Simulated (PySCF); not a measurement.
## Peak assignment

Bonds (- single, = double, # triple, : aromatic): C1=C2, C2-Si3, Si3-F4, Si3-C5, C5=C6, C5-O7, O7-Si8. C1 carries H9, H10; C2 carries H11; Si3 carries H12; C6 carries H13, H14; Si8 carries H15, H16, H17. Stereochemistry as in C=C[Si@H](F)C(=C)O[SiH3]. H10, H13 are cis to Si3; H9, H14 are trans to Si3.

Theoretical values (PySCF 2.14): GFN2-xTB geometry, σ from GIAO-PBE0/pcSseg-1. In vacuum, single conformer, rapidly exchanging positions averaged, no relativistic terms.

References, each an isolated molecule treated in the same way: TMS for ¹³C (σref 186.93) and ¹H (σref 31.72).

(1) Assign these signals to the numbered atoms. ¹³C{¹H} NMR (computed): δ 168.4 (C), 144.9 (CH2), 141.9 (CH), 108.3 (CH2).

(2) Assign these signals to the numbered atoms. ¹H NMR (400 MHz, computed): δ 6.56 (m, 1H), 6.54 (m, 1H), 6.44 (m, 1H), 5.37 (m, 1H), 5.24 (m, 1H), 5.18 (m, 1H), 4.98 (s, 3H).

Results:

(1) 
| δ (ppm) | atoms | environment | reason |
| --- | --- | --- | --- |
| 168.4 | C5 | alkene carbon bearing oxygen | an sp2 carbon further deshielded by the attached heteroatom |
| 144.9 | C1 | terminal =CH2 carbon | an sp2 carbon of a C=C bond |
| 141.9 | C2 | alkene CH | an sp2 carbon of a C=C bond |
| 108.3 | C6 | β carbon of an enol-ether or enamine type C=C | the O or N lone pair pushes π density onto this β carbon and shields it |

(2) 
6.56 → H11, hydrogen on an alkene CH: olefinic region
6.54 → H9, hydrogen on a terminal =CH2 carbon: olefinic region
6.44 → H10, hydrogen on a terminal =CH2 carbon
5.37 → H12, hydrogen on a silicon bonded to 2 C, F
5.24 → H13, hydrogen on a β carbon of an enol-ether or enamine type C=C: attached to an sp2 carbon and in the plane of the double bond
5.18 → H14, hydrogen on a β carbon of an enol-ether or enamine type C=C
4.98 → H15/H16/H17, hydrogen on a silicon bonded to O

H11 and H9; H9 and H10; H13 and H14 lie closer than the usual error of such a calculation, so a measured spectrum could show them in the other order.

Splittings by ¹⁹F in the carbon and heteronuclear signals aren't shown, as no couplings were computed. Shifts are as computed. Against solution values, carbons near 30 ppm lie about +3 ppm off and those near 130 ppm about +5 ppm. Of 1211 compounds with measured shifts, 218 miss one by over three times the rms of a fit or turn the order of signals round; such compounds aren't used in these exercises. No couplings were computed; multiplicities are counted from neighbouring protons, with m where these are inequivalent, close in shift, in a saturated or five-membered ring or joined by F or P, and br s for small geminal =CH2 splittings.
